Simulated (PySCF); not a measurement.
Here is a job for PySCF.
```python
from pyscf import gto, scf, dft

mol = gto.M(
    atom='''
F     0.00000000    0.00000000    0.00000000
''',
    basis='6-31g',
    spin=1,
    verbose=4,
)

mf = dft.UKS(mol)
mf.xc = 'pbe0'
mf.kernel()
```

Task: What is the computed total energy (PySCF with PBE0/6-31G)?

Result: -99.6224 Eh

Task: Estimate the dipole moment that PBE0/6-31G returns for this input.

Result: 0.00 D

Task: What number of basis functions does PBE0/6-31G give?

Result: 9

Task: What is the computed <S^2> (PBE0/6-31G)?

Result: 0.750

Task: What is the computed HOMO energy (PBE0/6-31G)?

Result: -11.68 eV

These values belong to the state on which the SCF converged, which isn't shown to be the lowest.
